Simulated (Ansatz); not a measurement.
The cluster Zr3, relaxed as a quintet with UKS B3LYP-D4/def2-TZVP in Ansatz, starting from the B3LYP-D4/def2-TZVP geometry of the neutral singlet. Force threshold 0.02 eV/Å.

In the def2 sets Zr takes a core potential; there is no spin–orbit coupling. The charge 0 quintet is spin-contaminated (final ⟨S²⟩ up to 6.25, 6.00 for a pure state). The structure comes from a short search, and lower isomers may exist.

Start:

Cartesian coordinates in Å:
```
Zr -0.944 -0.118 -1.207
Zr 1.306 0.801 -0.121
Zr -0.362 -0.683 1.328
```

```
        step  energy (eV)  largest force component (eV/Å)  SCF passes
           1   -3835.5073                           0.584         104
2 (rejected)   -3835.5009                           0.735          48
           3   -3835.5357                           0.069          47
           4   -3835.5366                           0.026          44
           5   -3835.5367                           0.004          40
```

Force components are those of the run's own axes.

End:

```
atom   x (Å)   y (Å)   z (Å)
 Zr1  -0.923  -0.103  -1.214
 Zr2   1.262   0.774  -0.117
 Zr3  -0.339  -0.670   1.331
```

By distances, no bond broke or formed. The bond that changes most is Zr2–Zr3, from 2.66 to 2.60 Å (atoms count from 1).

No frequencies were taken in this run, so the end may be a saddle point.

Run time 45 s (2 threads of Intel Xeon Platinum 8259CL on a shared host).
